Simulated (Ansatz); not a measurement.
`NC(F)[SiH2]O` and `O[SiH2]C(F)F` differ in one atom or group.

Ansatz, PBE0-D4/def2-TZVP geometries, multiplicity 1. Each molecule was computed in one conformer, which needn't be the lowest.

```tsv
property	`NC(F)[SiH2]O`
HOMO–LUMO gap (PBE0/def2-TZVPP) / eV	7.99
LUMO energy (PBE/def2-TZVPP) / eV	-0.74
HOMO–LUMO gap (B3LYP/def2-TZVPP) / eV	7.46
HOMO–LUMO gap (ωB97M-V/def2-TZVPP) / eV	11.96
HOMO energy (PBE0/def2-TZVPP) / eV	-7.86
size of the dipole moment (PBE/def2-TZVPP) / D	1.27
```

Question: Give the same properties after the change, and the shifts. (Estimate.)

Answer: Ansatz gave: 
| property | `O[SiH2]C(F)F` | shift |
| --- | --- | --- |
| HOMO–LUMO gap (PBE0/def2-TZVPP) / eV | 8.30 | 0.31 |
| LUMO energy (PBE/def2-TZVPP) / eV | -1.04 | -0.30 |
| HOMO–LUMO gap (B3LYP/def2-TZVPP) / eV | 7.83 | 0.37 |
| HOMO–LUMO gap (ωB97M-V/def2-TZVPP) / eV | 12.31 | 0.35 |
| HOMO energy (PBE0/def2-TZVPP) / eV | -8.44 | -0.58 |
| size of the dipole moment (PBE/def2-TZVPP) / D | 1.17 | -0.10 |

With PBE0 the HOMO falls by 0.58 eV and the LUMO falls by 0.27 eV, so the gap widens by about 0.31 eV. PBE moves the HOMO by -0.49 eV and ωB97M-V by -0.51 eV. Dipoles are sizes alone; their direction can turn.

B3LYP here is the variant with VWN-RPA as its local correlation; programs differ in this.
